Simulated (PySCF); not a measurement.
**A small calculation by hand: oscillator strength and radiative lifetime**

Sn(Cl)3(SeH) (Cl3HSeSn), SMILES [Cl][Sn]([SeH])([Cl])[Cl].

Geometry optimised at B3LYP-D3(BJ)/def2-SVP. The structure was generated by enumeration; whether it is a known compound was not checked. The def2 effective core potentials stand for the cores of Sn; spin–orbit coupling is left out. The values are those of a single conformer.

TDA-B3LYP/def2-SVPD (PySCF) puts the first singlet state with f over 0.02 at 4.72 eV (vertical), with the transition dipole (0.982, -0.299, 0.155) in atomic units.

Find the oscillator strength, the wavelength and the radiative lifetime that this transition would have in vacuum if emission retraced absorption.


|μ|² = 1.0777 au, so |μ| = 2.64 D. ΔE = 4.72/27.211 = 0.1735 hartree. f = (2/3) ΔE |μ|² = 0.125 (the program prints 0.125).
λ = 1239.84/4.72 = 263 nm; ν = 38069 cm⁻¹.
Einstein's coefficient A = 0.6670 ν² f s⁻¹ (ν in cm⁻¹) = 1.2e8 s⁻¹, so τ = 1/A = 8.3 ns. This state is S5; the lower singlets have f = 0.007, 0.000, 0.012, 0.009. The figure is the radiative limit of this one transition; relaxation, internal conversion, crossing to triplets and a medium change what is measured.
